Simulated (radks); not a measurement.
Task: These are the eigenvalues of the occupied orbitals of an atom or ion with whole-number occupations (Ry). Method: scalar-relativistic Kohn-Sham, LB94 model potential, spin-polarised, spherical densities, finite nucleus; Fermi nuclear charge, rms radius of each element as measured or else 0.836 A^(1/3) + 0.57 fm; computed with a radial shooting solver on a logarithmic mesh with Libxc functionals.

| orbital | eigenvalue |
|---|---|
| 1s up | -440.0407 |

Which element is it, and in what charge state? The configuration may be excited. Open shells, if any, are filled with parallel spins first.

Result: Z = 21, scandium, charge +20: Sc20+ in 1s1. The 1s level, -220.02 hartree, gives Z - s = 21.0 by -(Z - s)^2/2, which with screening and relativity narrows Z to a few neighbours, and with so few levels the electron count can be read from the list.
